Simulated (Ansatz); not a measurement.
Ansatz (an electronic-structure program) input (B3LYP/6-31G*):

Ansatz 0.2 input:
```yaml
crystal:
  periodic: [false, false, false]
  atoms:
    - {symbol: N, position_ang: [2.09548400, 0.34716400, 0.27637600]}
    - {symbol: Si, position_ang: [0.95473100, -0.67173900, -0.53175600]}
    - {symbol: Si, position_ang: [-1.18536800, -0.28050100, 0.32972500]}
    - {symbol: N, position_ang: [-1.52953100, 1.37589200, -0.05418200]}
    - {symbol: H, position_ang: [1.90188800, 1.32804900, 0.40593800]}
    - {symbol: H, position_ang: [3.08418200, 0.15273000, 0.28142000]}
    - {symbol: H, position_ang: [1.44934000, -2.06863200, -0.36282100]}
    - {symbol: H, position_ang: [-2.11179000, -1.29133000, -0.25932100]}
    - {symbol: H, position_ang: [-1.31073700, -0.38116600, 1.80725200]}
    - {symbol: H, position_ang: [-2.28939800, 1.84742300, 0.41307600]}
    - {symbol: H, position_ang: [-1.45624000, 1.68290200, -1.01247400]}
basis:
  gaussian:
    orbitals: 6-31G*
hamiltonian:
  xc: {name: B3LYP}
magnetization: {spin_polarized: true, initial_magnetization: 1}
relax: {f_tol: 0.003, max_steps: 120}
```

From the output:

```
mean field: 0.49 GiB planned
mean field evaluation 64: about -18849.1933 eV, gradient 2.6e-5 eV
mean field -18849.19332727 eV, -692.6950783350 hartree, gradient 2.6e-5 eV, S^2 0.752784; 0 other end points of the search recorded, 0 dependent functions left out
the calculation of the forces begins
reference -18849.19358675 eV, -692.6950878706 hartree; 25, 24 occupied and 57, 58 virtual orbitals, 905 factors
relax step   9: F+E_penalty+E_count = -18849.19332727 eV  Δ(F+E_penalty+E_count) = -1.559e-5 eV  max|allowed force component| = 1.345e-2 eV/Å  Δτ_max = 0.0091 Å  (24 SCF iters, accepted)
these checks for a lower state are left out or cut short: starts, cluster_reference, orbital_swaps, neighbouring_geometries, increment
integrals: 0.03 GiB planned
905 factors; integrals over basis functions are off by at most 7.3e-4 eV
mean field: 0.49 GiB planned
mean field -18849.19333804 eV, -692.6950787307 hartree, gradient 1.7e-5 eV, S^2 0.752786; 0 other end points of the search recorded, 0 dependent functions left out
the calculation of the forces begins
reference -18849.19359750 eV, -692.6950882657 hartree; 25, 24 occupied and 57, 58 virtual orbitals, 905 factors
relax step  10: F+E_penalty+E_count = -18849.19333804 eV  Δ(F+E_penalty+E_count) = -1.077e-5 eV  max|allowed force component| = 1.146e-2 eV/Å  Δτ_max = 0.0038 Å  (24 SCF iters, accepted)
these checks for a lower state are left out or cut short: starts, cluster_reference, orbital_swaps, neighbouring_geometries, increment
integrals: 0.03 GiB planned
905 factors; integrals over basis functions are off by at most 7.2e-4 eV
mean field: 0.49 GiB planned
mean field -18849.19334507 eV, -692.6950789892 hartree, gradient 7.5e-5 eV, S^2 0.752786; 0 other end points of the search recorded, 0 dependent functions left out
the calculation of the forces begins
reference -18849.19360454 eV, -692.6950885246 hartree; 25, 24 occupied and 57, 58 virtual orbitals, 905 factors
relax step  11: F+E_penalty+E_count = -18849.19334507 eV  Δ(F+E_penalty+E_count) = -7.036e-6 eV  max|allowed force component| = 1.770e-3 eV/Å  Δτ_max = 0.0034 Å  (22 SCF iters, accepted)
these checks for a lower state are left out or cut short: starts, cluster_reference, orbital_swaps, neighbouring_geometries, increment
integrals: 0.03 GiB planned
905 factors; integrals over basis functions are off by at most 7.3e-4 eV
mean field: 0.49 GiB planned
mean field -18849.19334700 eV, -692.6950790602 hartree, gradient 5.1e-5 eV, S^2 0.752787; 0 other end points of the search recorded, 0 dependent functions left out
the calculation of the forces begins
reference -18849.19360647 eV, -692.6950885956 hartree; 25, 24 occupied and 57, 58 virtual orbitals, 905 factors
relax step  12: F+E_penalty+E_count = -18849.19334700 eV  Δ(F+E_penalty+E_count) = -1.932e-6 eV  max|allowed force component| = 1.545e-3 eV/Å  Δτ_max = 0.0033 Å  (22 SCF iters, accepted)
integrals: 0.03 GiB planned
905 factors; integrals over basis functions are off by at most 7.3e-4 eV
mean field: 0.49 GiB planned
mean field evaluation 96: about -18849.1933 eV, gradient 2.4e-4 eV
mean field -18849.19334700 eV, -692.6950790602 hartree, gradient 5.1e-5 eV, S^2 0.752787; 1 other end points of the search recorded, 0 dependent functions left out
the calculation of the forces begins
reference -18849.19360647 eV, -692.6950885956 hartree; 25, 24 occupied and 57, 58 virtual orbitals, 905 factors
Total energy: -18849.19360647 eV, -692.6950885956 hartree
Atom 0 at     2.145078     0.325320     0.325286 Å, force     0.000549     0.001316     0.000338 eV/Å
Atom 1 at     0.974831    -0.633573    -0.552552 Å, force    -0.000300     0.000916    -0.000573 eV/Å
Atom 2 at    -1.176985    -0.251784     0.315304 Å, force    -0.000910    -0.000119     0.000027 eV/Å
Atom 3 at    -1.582079     1.410205    -0.053173 Å, force     0.000859    -0.000607    -0.000327 eV/Å
Atom 4 at     2.024144     1.330490     0.374280 Å, force     0.000628    -0.001545    -0.000254 eV/Å
Atom 5 at     3.126998     0.074475     0.317970 Å, force     0.000186     0.000577     0.000171 eV/Å
Atom 6 at     1.411433    -2.055191    -0.359350 Å, force    -0.000341    -0.000337     0.000327 eV/Å
Atom 7 at    -2.084762    -1.302817    -0.255126 Å, force    -0.000453    -0.000067     0.000055 eV/Å
Atom 8 at    -1.278602    -0.363897     1.799985 Å, force     0.000106    -0.000105    -0.000093 eV/Å
Atom 9 at    -2.394042     1.809364     0.406394 Å, force    -0.000211     0.000010    -0.000162 eV/Å
Atom 10 at    -1.563452     1.698200    -1.025786 Å, force    -0.000114    -0.000040     0.000491 eV/Å
Dipole moment:     0.070161     0.342345    -0.101644 e Å
```

The geometry given is a B3LYP-D3(BJ)/def2-TZVP minimum.
